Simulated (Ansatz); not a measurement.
Ansatz (a quantum-chemistry and plane-wave program) input (wB97M-V/def2-TZVPD):

Ansatz 0.2 input:
```yaml
crystal:
  periodic: [false, false, false]
  atoms:
    - {symbol: C, position_ang: [-2.51142454, -0.32795495, -0.59591210]}
    - {symbol: C, position_ang: [-1.18932807, -0.31520442, 0.15571154]}
    - {symbol: C, position_ang: [-0.75379077, 1.07332443, 0.65283437]}
    - {symbol: C, position_ang: [0.75152334, 0.93151625, 0.93860246]}
    - {symbol: C, position_ang: [1.19833306, -0.16369845, 0.01900704]}
    - {symbol: C, position_ang: [2.61326629, -0.42010088, -0.33898718]}
    - {symbol: C, position_ang: [0.02580295, -0.78366987, -0.66666123]}
    - {symbol: H, position_ang: [-2.76451483, -1.33313199, -0.94052855]}
    - {symbol: H, position_ang: [-2.46267364, 0.32308993, -1.47302676]}
    - {symbol: H, position_ang: [-3.33104958, 0.02326418, 0.03505272]}
    - {symbol: H, position_ang: [-1.27265176, -0.97420816, 1.02755972]}
    - {symbol: H, position_ang: [-1.32964341, 1.41176601, 1.51565065]}
    - {symbol: H, position_ang: [-0.90907454, 1.80223013, -0.14907727]}
    - {symbol: H, position_ang: [0.92820425, 0.66232847, 1.99123492]}
    - {symbol: H, position_ang: [1.29957335, 1.86812691, 0.77952488]}
    - {symbol: H, position_ang: [3.28502811, -0.22636561, 0.50212703]}
    - {symbol: H, position_ang: [2.95492145, 0.22554409, -1.16470264]}
    - {symbol: H, position_ang: [2.76879449, -1.45152691, -0.66659868]}
    - {symbol: H, position_ang: [-0.06905563, -0.42156726, -1.70612387]}
    - {symbol: H, position_ang: [0.09584830, -1.87482219, -0.73866138]}
basis:
  gaussian:
    orbitals: def2-TZVPD
hamiltonian:
  xc: {name: wB97M-V}
magnetization: {spin_polarized: true, initial_magnetization: 1}
output: {forces: true}
```

End of the output:

```
integrals: 0.60 GiB planned
1881 factors; their error is unknown
integrals: 0.64 GiB planned
762 factors; integrals over basis functions are off by at most 1.5e-6 eV
0.66 GiB of the device are held for the grids
3.30 GiB of device memory are held for the factors and their scratch space
mean field: 5.23 GiB planned
mean field evaluation 1: about -7460.2115 eV, gradient 4.2e1 eV
mean field evaluation 2: about -7463.6914 eV, gradient 3.3e1 eV
mean field evaluation 4: about -7468.6682 eV, gradient 1.6e0 eV
mean field evaluation 8: about -7468.7033 eV, gradient 9.8e-2 eV
mean field evaluation 16: about -7468.6332 eV, gradient 1.2e-3 eV
mean field -7468.63321508 eV, -274.4672082328 hartree, gradient 1.8e-5 eV, S^2 0.753821; 0 other end points of the search recorded, 0 dependent functions left out
the calculation of the forces begins
reference -7468.63329079 eV, -274.4672110149 hartree; 28, 27 occupied and 348, 349 virtual orbitals, 1881 factors
Total energy: -7468.63329079 eV, -274.4672110149 hartree
Atom 0 at    -2.511425    -0.327955    -0.595912 Å, force     0.036256     0.010171     0.006317 eV/Å
Atom 1 at    -1.189328    -0.315204     0.155712 Å, force     0.094584     0.028144     0.006878 eV/Å
Atom 2 at    -0.753791     1.073324     0.652834 Å, force     0.043769    -0.086386    -0.044095 eV/Å
Atom 3 at     0.751523     0.931516     0.938602 Å, force    -0.044881    -0.025658     0.000448 eV/Å
Atom 4 at     1.198333    -0.163698     0.019007 Å, force    -0.084516     0.033805     0.017964 eV/Å
Atom 5 at     2.613266    -0.420101    -0.338987 Å, force     0.029896     0.007199    -0.021594 eV/Å
Atom 6 at     0.025803    -0.783670    -0.666661 Å, force    -0.062724     0.037422     0.019771 eV/Å
Atom 7 at    -2.764515    -1.333132    -0.940529 Å, force     0.012427     0.017557     0.008936 eV/Å
Atom 8 at    -2.462674     0.323090    -1.473027 Å, force     0.013644    -0.002353     0.011492 eV/Å
Atom 9 at    -3.331050     0.023264     0.035053 Å, force     0.021821    -0.004821    -0.006641 eV/Å
Atom 10 at    -1.272652    -0.974208     1.027560 Å, force     0.012520     0.004651     0.002870 eV/Å
Atom 11 at    -1.329643     1.411766     1.515651 Å, force     0.005344    -0.008040    -0.003795 eV/Å
Atom 12 at    -0.909075     1.802230    -0.149077 Å, force     0.002218    -0.010460    -0.018194 eV/Å
Atom 13 at     0.928204     0.662328     1.991235 Å, force    -0.008582    -0.005052    -0.021891 eV/Å
Atom 14 at     1.299573     1.868127     0.779525 Å, force    -0.007704    -0.016840    -0.011477 eV/Å
Atom 15 at     3.285028    -0.226366     0.502127 Å, force    -0.024263    -0.004759    -0.014740 eV/Å
Atom 16 at     2.954921     0.225544    -1.164703 Å, force    -0.024854    -0.019229     0.032278 eV/Å
Atom 17 at     2.768794    -1.451527    -0.666599 Å, force    -0.012739     0.022590     0.012002 eV/Å
Atom 18 at    -0.069056    -0.421567    -1.706124 Å, force    -0.004334     0.015714     0.012979 eV/Å
Atom 19 at     0.095848    -1.874822    -0.738661 Å, force     0.002117     0.006344     0.010494 eV/Å
Dipole moment:    -0.000538     0.004336     0.002695 e Å
```

It need not be the lowest isomer of its formula.
